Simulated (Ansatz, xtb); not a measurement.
Diatomic SnO, closed-shell singlet (the spin of the measured ground state). No spin–orbit coupling.

Constants: fifth-degree fit in 1/R to seven points, most abundant isotopes. Runs in def2 and cc sets follow the lowest solution found near the PBE0 minimum. The singlet is held restricted. HF and MP2 rows in def2 and cc sets belong to the determinant that coupled cluster picked by its CCSD energy.

Correlated levels freeze the inner cores; with def2 sets outer-core shells near the valence are correlated too. CBS: X⁻³ extrapolation of the correlation energy, Hartree–Fock from the larger set.

Programs: Ansatz (Gaussian basis) for Hartree–Fock, density functionals and correlated methods; xtb for the GFN methods. Each number belongs to the level named beside it. In def2 rows elements past Kr take small-core potentials, without spin–orbit coupling.

What bond length and harmonic frequency does GFN1-xTB give?

r_e = 1.805 Å, ω_e = 784 cm⁻¹.

What bond length and harmonic frequency does HF/def2-TZVPP give?

r_e = 1.785 Å, ω_e = 972 cm⁻¹.

What bond length and harmonic frequency does CCSD(T)/CBS(def2-TZVPP, def2-QZVPP) give, and what D_e (from each atom's lowest state at the same level)?

r_e = 1.829 Å, ω_e = 839 cm⁻¹, D_e = 5.85 eV.

Measured for the ground state: r_e 1.8325 Å [microwave values compiled in ACS Omega 2, 8373 (2017)]. ω_e x_e 3.73 cm-1, B_e 0.35572 cm-1, α_e 0.0021429 cm-1 [Huber and Herzberg (1979), NIST Chemistry WebBook]. dipole 4.32 D [compilation of Liu, Meijer and Pérez-Ríos].

Doubts at one or more of the structures used: a restricted determinant that unrestricted orbitals would lower (HF/def2-TZVPP, CCSD(T)/CBS(def2-TZVPP, def2-QZVPP)).

Ansatz is an electronic-structure program.
